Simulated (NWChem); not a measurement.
System: C₅H₆; SMILES C#CCC=C

Here is an NWChem input.

```
start job
memory heap 200 mb stack 700 mb global 900 mb
geometry units angstroms noautosym nocenter noautoz
  C      0.460524     2.414662     0.070375
  C     -0.104911     1.347915     0.050699
  C     -0.778113     0.044777     0.009108
  C      0.142071    -1.076339    -0.429129
  C      0.358035    -2.188083     0.271786
  H      0.961363     3.355335     0.094733
  H     -1.201898    -0.188915     0.994734
  H     -1.630506     0.109987    -0.685095
  H      0.639039    -0.928390    -1.387050
  H     -0.115786    -2.359356     1.236360
  H      1.017453    -2.971440    -0.091689
end
basis spherical
  * library 6-31g*
end
dft
  xc xpbe96 cpbe96
  iterations 150
end
cosmo
  dielec 3.9
end
task dft energy
```

Parts of the log:

```
             Northwest Computational Chemistry Package (NWChem) 7.3.0
             --------------------------------------------------------

                             Geometry "geometry" -> ""
                             -------------------------

 Output coordinates in angstroms (scale by  1.889725989 to convert to a.u.)

  No.       Tag          Charge          X              Y              Z
 ---- ---------------- ---------- -------------- -------------- --------------
    1 C                    6.0000     0.46052400     2.41466200     0.07037500
    2 C                    6.0000    -0.10491100     1.34791500     0.05069900
    3 C                    6.0000    -0.77811300     0.04477700     0.00910800
    4 C                    6.0000     0.14207100    -1.07633900    -0.42912900
    5 C                    6.0000     0.35803500    -2.18808300     0.27178600
    6 H                    1.0000     0.96136300     3.35533500     0.09473300
    7 H                    1.0000    -1.20189800    -0.18891500     0.99473400
    8 H                    1.0000    -1.63050600     0.10998700    -0.68509500
    9 H                    1.0000     0.63903900    -0.92839000    -1.38705000
   10 H                    1.0000    -0.11578600    -2.35935600     1.23636000
   11 H                    1.0000     1.01745300    -2.97144000    -0.09168900

 Effective nuclear repulsion energy (a.u.)     139.2900602719

  pbe96 is a nonlocal functional; adding pw91lda local functional.

                                 NWChem DFT Module
                                 -----------------

 Summary of "ao basis" -> "ao basis" (spherical)
 ------------------------------------------------------------------------------
       Tag                 Description            Shells   Functions and Types
 ---------------- ------------------------------  ------  ---------------------
 C                           6-31g*                  6       14   3s2p1d
 H                           6-31g*                  2        2   2s

 in cosmo_initialize ...

 solvent parameters
 solvname_short: unkn
 solvname_long:  unknown
 dielec:        3.9000

          ---------------
          -cosmo- solvent
          ---------------
 Cosmo: York-Karplus, doi: 10.1021/jp992097l
 dielectric constant -eps-     =   3.90
 screen = (eps-1)/(eps    )    =   0.74359
 surface charge correction     = lagrangian

   van der Waals surface
 --------------------------

 ---------- ATOMIC COORDINATES (A.U.) ------------ VDWR(ANG.) --
     1    0.87026417    4.56304954    0.13298947     2.000
     2   -0.19825304    2.54719001    0.09580722     2.000
     3   -1.47042036    0.08461626    0.01721162     2.000
     4    0.26847526   -2.03398578   -0.81093622     2.000
     5    0.67658804   -4.13487731    0.51360107     2.000
     6    1.81671265    6.34066375    0.17901941     1.300
     7   -2.27125789   -0.35699759    1.87977469     1.300
     8   -3.08120956    0.20784529   -1.29464183     1.300
     9    1.20760861   -1.75440271   -2.62114443     1.300
    10   -0.21880381   -4.45853635    2.33638162     1.300
    11    1.92270738   -5.61520739   -0.17326709     1.300
 number of segments per atom =         32
 number of   points per atom =         32
 atom (   nspa,  nppa )
 ----------------------
    1 (     22,     0 )       0
    2 (     15,     0 )       0
    3 (     13,     0 )       0
    4 (     12,     0 )       0
    5 (     18,     0 )       0
    6 (     15,     0 )       0
    7 (     14,     0 )       0
    8 (     14,     0 )       0
    9 (     15,     0 )       0
   10 (     15,     0 )       0
   11 (     15,     0 )       0
 number of -cosmo- surface points =      168
 molecular surface =    133.899 angstrom**2
 molecular volume  =    102.945 angstrom**3
 G(cav/disp)       =      1.529 kcal/mol
 -lineq- algorithm             =   0
 -bem- low  level              =   2
 -bem- from -octahedral-
 gaussian surface charge width =   4.50000
 degree of switching           =   1.00000
 switching function tolerance  =   0.00010
 atomic radii =
 --------------
    1  6.000  2.000
    2  6.000  2.000
    3  6.000  2.000
    4  6.000  2.000
    5  6.000  2.000
    6  1.000  1.300
    7  1.000  1.300
    8  1.000  1.300
    9  1.000  1.300
   10  1.000  1.300
   11  1.000  1.300
 ...... end of -cosmo- initialization ......

[...]

                                   COSMO solvation results
                                   -----------------------

                 gas phase energy =      -193.763843214782
                 sol phase energy =      -193.768542719484
 (electrostatic) solvation energy =         0.004699504702 (    2.95 kcal/mol)

                       DFT Final Molecular Orbital Analysis
                       ------------------------------------

 Vector   16  Occ=2.000000D+00  E=-2.398688D-01
              MO Center=  1.3D-01,  3.4D-01,  1.1D-02, r^2= 4.3D+00
   Bfn.  Coefficient  Atom+Function         Bfn.  Coefficient  Atom+Function
  ----- ------------  ---------------      ----- ------------  ---------------
     5      0.266684   1 C  pz               19      0.263356   2 C  pz
    45     -0.255498   4 C  px               59     -0.181175   5 C  px
     9      0.169287   1 C  pz               17     -0.159635   2 C  px
    49     -0.158557   4 C  px               23      0.153475   2 C  pz
    60     -0.133308   5 C  py                3     -0.128479   1 C  px

 Vector   17  Occ=2.000000D+00  E=-2.322660D-01
              MO Center=  1.3D-01,  1.6D+00,  3.2D-02, r^2= 2.2D+00
   Bfn.  Coefficient  Atom+Function         Bfn.  Coefficient  Atom+Function
  ----- ------------  ---------------      ----- ------------  ---------------
     3      0.331341   1 C  px               17      0.300874   2 C  px
     7      0.206949   1 C  px                5      0.179031   1 C  pz
    18     -0.176766   2 C  py                4     -0.175129   1 C  py
    19      0.166203   2 C  pz               21      0.150560   2 C  px
    22     -0.137306   2 C  py                8     -0.135023   1 C  py

 Vector   18  Occ=2.000000D+00  E=-2.262694D-01
              MO Center=  1.4D-01, -1.3D-01, -1.5D-03, r^2= 4.5D+00
   Bfn.  Coefficient  Atom+Function         Bfn.  Coefficient  Atom+Function
  ----- ------------  ---------------      ----- ------------  ---------------
     5      0.266696   1 C  pz               59      0.243374   5 C  px
    19      0.233719   2 C  pz               45      0.188392   4 C  px
    63      0.186153   5 C  px                9      0.178455   1 C  pz
    46      0.153620   4 C  py               47      0.150405   4 C  pz
    61      0.145731   5 C  pz               23      0.136161   2 C  pz

 Vector   19  Occ=0.000000D+00  E=-2.051989D-02
              MO Center=  1.7D-01, -1.2D+00, -6.5D-02, r^2= 3.3D+00
   Bfn.  Coefficient  Atom+Function         Bfn.  Coefficient  Atom+Function
  ----- ------------  ---------------      ----- ------------  ---------------
    63     -0.425551   5 C  px               49      0.415438   4 C  px
    45      0.340519   4 C  px               59     -0.315463   5 C  px
    65     -0.281714   5 C  pz               51      0.254242   4 C  pz
    50      0.249497   4 C  py               64     -0.240589   5 C  py
    76      0.213671   8 H  s                61     -0.194442   5 C  pz

 Vector   20  Occ=0.000000D+00  E= 2.247066D-02
              MO Center= -2.4D-02,  1.5D+00,  9.4D-02, r^2= 3.0D+00
   Bfn.  Coefficient  Atom+Function         Bfn.  Coefficient  Atom+Function
  ----- ------------  ---------------      ----- ------------  ---------------
     9      0.603690   1 C  pz               23     -0.554348   2 C  pz
    74      0.493022   7 H  s                19     -0.424276   2 C  pz
     5      0.398956   1 C  pz               48     -0.364653   4 C  s
    76     -0.357226   8 H  s                37     -0.254453   3 C  pz
    64      0.143935   5 C  py               73      0.130335   7 H  s

 Vector   21  Occ=0.000000D+00  E= 2.812299D-02
              MO Center=  1.0D-01,  1.3D+00,  2.4D-02, r^2= 3.5D+00
   Bfn.  Coefficient  Atom+Function         Bfn.  Coefficient  Atom+Function
  ----- ------------  ---------------      ----- ------------  ---------------
     7      0.562792   1 C  px               22      0.444221   2 C  py
    48      0.425473   4 C  s                21     -0.373192   2 C  px
    17     -0.361577   2 C  px                3      0.333217   1 C  px
    76     -0.317914   8 H  s                36      0.254740   3 C  py
    18      0.227907   2 C  py               34      0.208194   3 C  s

     Multipole analysis of the density
     ---------------------------------

     L   x y z        total         alpha         beta         nuclear
     -   - - -        -----         -----         ----         -------
     0   0 0 0     -0.000000    -18.000000    -18.000000     36.000000

     1   1 0 0     -0.162989     -0.209335     -0.209335      0.255682
     1   0 1 0     -0.218889     -0.369105     -0.369105      0.519321
     1   0 0 1     -0.043219     -0.020690     -0.020690     -0.001839

     2   2 0 0    -21.811697    -32.949753    -32.949753     44.087809
     2   1 1 0      0.943669      0.602891      0.602891     -0.262112
     2   1 0 1     -0.684587      1.036481      1.036481     -2.757550
     2   0 2 0    -19.884970   -203.026531   -203.026531    386.168092
     2   0 1 1     -0.405667      0.988115      0.988115     -2.381897
     2   0 0 2    -22.036769    -22.664478    -22.664478     23.292187
```

Level: PBE/6-31G* (spherical d), COSMO on the gas-phase geometry. The geometry was optimised at B3LYP/6-31G* (spherical d). COSMO prints the solvation energy as gas minus solution, so a positive value is a stabilisation.
